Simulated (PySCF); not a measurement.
Species: C₇H₇NO₂.
Atom-mapped SMILES: `[CH3:1][O:2][C:3](=[O:4])[c:5]1[cH:6][cH:7][cH:8][cH:9][n:10]1`

NICS is the negative of the GIAO shielding at a point without a nucleus: at the ring centre (0) and 1 Å above and below it (1); zz is the component along the ring normal. Level: GIAO PBE0/pcSseg-1 (PySCF, non-relativistic, gas phase) on the PBE0-D3(BJ)/def2-SVP geometry, one conformer.

Ring bond lengths (Å), with Mayer bond orders in brackets: C5–C6 1.398 (1.33), C6–C7 1.391 (1.43), C7–C8 1.392 (1.42), C8–C9 1.397 (1.38), C9–N10 1.327 (1.51), N10–C5 1.332 (1.47).

**Question.** What do the NICS probes read (ppm)?

**Answer.** 
```json
{"ring": "C5–C6–C7–C8–C9–N10", "type": "6-membered ring with N; formal bonds all aromatic", "NICS(0)": "-7.5", "NICS(1), two faces": "-11.4 / -11.4", "NICS(1)zz, two faces": "-28.1 / -28.1", "rms pucker (Å)": "0.00", "centre to ring atoms, mean (Å)": "1.37"}
```

**Question.** What do they say, and how far can they be read as aromaticity?

**Answer.** 
- C5–C6–C7–C8–C9–N10: mean NICS(1)zz -28.1 ppm, shielded. The ring is flat and has no four-coordinate atom; by the NICS criterion it is aromatic.

**Question.** How equal are the bonds by HOMA? HOMA = 1 − mean of α(R − Ropt)² over the ring bonds, with Krygowski's 1993 parameters (CC: Ropt 1.388 Å, α 257.7 Å⁻²; CN: Ropt 1.334 Å, α 93.52 Å⁻²).

**Answer.** 
- C5–C6–C7–C8–C9–N10: HOMA 0.99; the largest term is that of C5–C6, α(R − Ropt)² = 0.02. The geometric and the magnetic index point the same way.

**Question.** Give the inner angles of the rings and the Hirshfeld charges of the ring atoms.

**Answer.** 
- C5–C6–C7–C8–C9–N10: C5 123.5° (+0.040 e), C6 118.2° (-0.041 e), C7 118.5° (-0.027 e), C8 118.5° (-0.042 e), C9 123.4° (+0.021 e), N10 117.8° (-0.152 e); sum 720.0° against 720° for a flat convex ring.

**Question.** How do the values depend on the level or the medium?

**Answer.** 
```csv
level,"NICS(0), C5–C6–C7–C8–C9–N10","mean NICS(1)zz, C5–C6–C7–C8–C9–N10"
"PBE0/pcSseg-1, gas",-7.5,-28.1
"wB97X-D/pcSseg-1, gas",-7.5,-28.3
```

The geometry is the same throughout.

Conformer computed: `[CH3:1][O:2][C:3](=[O:4])[c:5]1[cH:6][cH:7][cH:8][cH:9][n:10]1`: C1–O2–C3–O4 0°, O2–C3–C5–C6 179°.
